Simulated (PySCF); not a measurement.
From one molecule to another.

First species: C4F3N3S.
InChI=1S/C4F3N3S/c5-4(6,7)3-9-2(1-8)10-11-3

Second species: C5H7F.
SMILES: `C=CC/C=C/F`

Levels: PBE0/def2-SVPD for dipole moment, HOMO energy, LUMO energy, HOMO–LUMO gap, static isotropic polarisability and electronic spatial extent ⟨r²⟩ about the centre of nuclear charge; TDDFT PBE0/def2-SVPD for lowest singlet excitation; TDA PBE0/def2-SVPD for lowest triplet excitation (Tamm–Dancoff); GFN2-xTB for rotational constant A and rotational constant C. Geometries: GFN2-xTB. Each structure is a single optimised conformer of the isolated species, non-relativistic unless stated. Electronic properties by PySCF.

The conformers computed, where there is a choice (atom-mapped SMILES and torsion angles):
- `[N:1]#[C:2][c:3]1[n:4][s:5][c:6]([C:7]([F:8])([F:9])[F:10])[n:11]1`: S5–C6–C7–F8 -136°
- `[CH2:1]=[CH:2][CH2:3]/[CH:4]=[CH:5]/[F:6]`: C1–C2–C3–C4 117°, C2–C3–C4–C5 -116°

```tsv
property	column X	column Y
dipole moment	3.68 D	1.63 D
HOMO energy	-9.16 eV	-7.35 eV
LUMO energy	-3.17 eV	-0.10 eV
HOMO–LUMO gap	5.99 eV	7.25 eV
lowest singlet excitation	4.91 eV	6.34 eV
lowest triplet excitation (Tamm–Dancoff)	3.61 eV	4.34 eV
static isotropic polarisability	83.1 au	62.3 au
electronic spatial extent ⟨r²⟩ about the centre of nuclear charge	1941 bohr²	815 bohr²
rotational constant A	1.997 GHz	10.740 GHz
rotational constant C	0.519 GHz	1.411 GHz
```

(1) Which column belongs to which species?

(2) How does each property change from the first species to the second?

## Answers

(1) Column X is the first species and column Y the second. The first has 11 atoms and 88 electrons, the second 13 and 46.

(2) dipole moment -2.05 D; HOMO energy +1.81 eV; LUMO energy +3.07 eV; HOMO–LUMO gap +1.26 eV; lowest singlet excitation +1.43 eV; lowest triplet excitation (Tamm–Dancoff) +0.73 eV; static isotropic polarisability -20.8 au; electronic spatial extent ⟨r²⟩ about the centre of nuclear charge -1126 bohr²; rotational constant A +8.743 GHz; rotational constant C +0.892 GHz.

On the first: The polarisability is 12.31 Å³ as a volume (1 au = 0.148185 Å³), or 0.94 au for each of the 88 electrons.

On the second: The polarisability is 9.24 Å³ as a volume (1 au = 0.148185 Å³), or 1.36 au for each of the 46 electrons. In atomic units the dipole is 0.64 e·bohr (1 au = 2.5417 D).
